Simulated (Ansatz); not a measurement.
`[SiH3]CC1[SiH2][SiH2]1` and `BC1[SiH2][SiH2]1` differ in one atom or group.

Ansatz, PBE0-D4/def2-TZVP geometries, multiplicity 1. Each molecule was computed in one conformer, which needn't be the lowest.

| property | `[SiH3]CC1[SiH2][SiH2]1` |
| --- | --- |
| size of the dipole moment (B3LYP/def2-TZVPP) / D | 0.63 |
| size of the dipole moment (PBE/def2-TZVPP) / D | 0.65 |
| HOMO energy (ωB97M-V/def2-TZVPP) / eV | -8.69 |
| LUMO energy (PBE/def2-TZVPP) / eV | -1.08 |
| LUMO energy (PBE0/def2-TZVPP) / eV | -0.26 |
| HOMO energy (PBE/def2-TZVPP) / eV | -5.71 |

Task: What does the change do to each property? (Best estimate.)

Result: Computed: 
```
                                        property  `BC1[SiH2][SiH2]1`  shift
size of the dipole moment (B3LYP/def2-TZVPP) / D                1.49   0.86
  size of the dipole moment (PBE/def2-TZVPP) / D                1.50   0.85
           HOMO energy (ωB97M-V/def2-TZVPP) / eV               -8.99  -0.30
               LUMO energy (PBE/def2-TZVPP) / eV               -1.73  -0.65
              LUMO energy (PBE0/def2-TZVPP) / eV               -0.79  -0.53
               HOMO energy (PBE/def2-TZVPP) / eV               -6.04  -0.33
```

With PBE0 the HOMO falls by 0.30 eV and the LUMO falls by 0.53 eV, so the gap narrows by about 0.23 eV. PBE moves the HOMO by -0.33 eV and ωB97M-V by -0.30 eV. Dipoles are sizes alone; their direction can turn.

B3LYP here is the variant with VWN-RPA as its local correlation; programs differ in this.
